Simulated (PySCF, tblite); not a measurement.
Isomers of C3H10OSi3, one GFN2-xTB conformer each. Single-point energies are computed at PBE0/pcSseg-1 (PySCF, gas phase, no added dispersion term), electronic only.

| SMILES | GFN2-xTB relative energy (kcal/mol) |
| --- | --- |
| O=C[C@@H]1C[SiH2][SiH2][SiH2]1 | 68.7 |
| C=C1C[SiH2]O[SiH2][SiH2]1 | 0.0 |
| O=C[C@@H]1C[SiH2][Si@H]1[SiH3] | 82.4 |

Conformers: `[O:1]=[CH:2][C@@H:3]1[CH2:4][SiH2:5][SiH2:6][SiH2:7]1` with O1–C2–C3–C4 31°, C2–C3–C4–Si5 -48°, C3–C4–Si5–Si6 -41°, C4–Si5–Si6–Si7 8°, Si5–Si6–Si7–C3 17°; `[CH2:1]=[C:2]1[CH2:3][SiH2:4][O:5][SiH2:6][SiH2:7]1` with C1–C2–C3–Si4 -102°, C2–C3–Si4–O5 -48°, C3–Si4–O5–Si6 13°, Si4–O5–Si6–Si7 0°; `[O:1]=[CH:2][C@@H:3]1[CH2:4][SiH2:5][Si@H:6]1[SiH3:7]` with O1–C2–C3–C4 -164°, C2–C3–C4–Si5 -133°, C3–C4–Si5–Si6 14°, C4–Si5–Si6–Si7 -117°, C2–C3–Si6–Si5 138°.

Q: What does PBE0/pcSseg-1 give for the same structures?

A: 
| SMILES | PBE0/pcSseg-1 E (Eh) | PBE0/pcSseg-1 (kcal/mol) | GFN2-xTB (kcal/mol) | point group |
| --- | --- | --- | --- | --- |
| C=C1C[SiH2]O[SiH2][SiH2]1 | -1063.44339 | 0.0 | 0.0 | C1 |
| O=C[C@@H]1C[SiH2][SiH2][SiH2]1 | -1063.38015 | 39.7 | 68.7 | C1 |
| O=C[C@@H]1C[SiH2][Si@H]1[SiH3] | -1063.35819 | 53.5 | 82.4 | C1 |

Both levels put the same isomer lowest; measured from each level's own lowest isomer, the values differ by up to 29.0 kcal/mol (O=C[C@@H]1C[SiH2][SiH2][SiH2]1: 68.7 against 39.7). As drawn, the lowest has an Si–O bond and a C=C bond outside aromatic rings, which the highest lacks; the highest has a four-membered ring and a C=O bond, which the lowest lacks.

Q: Which frontier levels, dipoles and rotational constants go with these structures?

A: 
```
                        SMILES  HOMO (eV, PBE0/pcSseg-1)  LUMO (eV)  dipole (D)      A, B, C (MHz)
     C=C1C[SiH2]O[SiH2][SiH2]1                     -7.11      -0.84        0.94  1729, 1558, 925.9
O=C[C@@H]1C[SiH2][SiH2][SiH2]1                     -7.45      -1.20        2.52   1726, 1622, 1228
O=C[C@@H]1C[SiH2][Si@H]1[SiH3]                     -7.08      -1.15        3.08  1522, 1223, 736.4
```

Q: What happens when harmonic zero-point energies from GFN2-xTB frequencies are added?

A: 
```
                        SMILES  ZPE (kcal/mol)  electronic (kcal/mol)  with ZPE (kcal/mol)
     C=C1C[SiH2]O[SiH2][SiH2]1            70.8                    0.0                  0.0
O=C[C@@H]1C[SiH2][SiH2][SiH2]1            70.6                   39.7                 39.5
O=C[C@@H]1C[SiH2][Si@H]1[SiH3]            69.3                   53.5                 52.0
```

The zero-point energies span 1.5 kcal/mol. The order is unchanged.
